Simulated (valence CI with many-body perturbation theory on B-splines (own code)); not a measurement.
## Basis-set convergence for Ru XIV

Computed by configuration interaction combined with many-body perturbation theory (CI+MBPT): three valence electrons over a frozen Dirac-Fock core [Ar] 3d10, a basis of 9 s, 9 p, 8 d, 6 f, 3 g, 1 h functions for each j, with the one-electron correlation potential Σ1 (screened to all orders), the two-electron term Σ2, the three-electron term Σ3, Breit, model QED; selected single and double excitations, second order for the rest, scaled by the run's own slope (own B-spline code, finite nucleus).

No measured levels were compared; by estimate levels hold to about 250 cm⁻¹ or 0.2 % of their energy and the worst to 1 %, as in measured heavy ions of charge 2 to 7; those with d or f electrons hold less well.

The reference run has the lowest level 4s2 4p 2P°_1/2 and an ionisation energy of 296.712 eV. Its largest variational space holds 9583 state functions.

Names give the largest LS component (configuration and term), which can be under half, so a name can repeat, a term be missing and a line seem to break the LS rules; names also repeat where a configuration has a term twice. Letters in brackets count levels of one name in rising energy.

Changed runs:
A. basis 6 s, 6 p, 5 d, 3 f, 1 g
B. basis 5 s, 5 p, 4 d, 2 f

Excitation energies of the reference run in cm⁻¹, and shifts in cm⁻¹:

| Level | Reference | A | B |
| --- | --- | --- | --- |
| 4s2 4p 2P°_3/2 | 39252 | -5.5 | -8.7 |
| 4s 4p2 4P_1/2 | 229258 | -108 | -312 |
| 4s 4p2 4P_3/2 | 249396 | -127 | -369 |
| 4s 4p2 4P_5/2 | 265592 | -107 | -301 |
| 4s 4p2 2D_3/2 | 307201 | +28 | +141 |
| 4s 4p2 2D_5/2 | 318400 | +1.5 | +58 |
| 4s 4p2 2P_1/2 | 342628 | +135 | +474 |
| 4s 4p2 2S_1/2 | 381559 | +146 | +520 |
| 4s 4p2 2P_3/2 | 388780 | +115 | +411 |
| 4s2 4d 2D_3/2 | 493168 | +163 | +729 |
| 4s2 4d 2D_5/2 | 499399 | +160 | +722 |
| 4p3 4S°_3/2 [a] | 570309 | -43 | -115 |
| Ionisation energy (eV) | 296.712 | -0.016 | -0.047 |
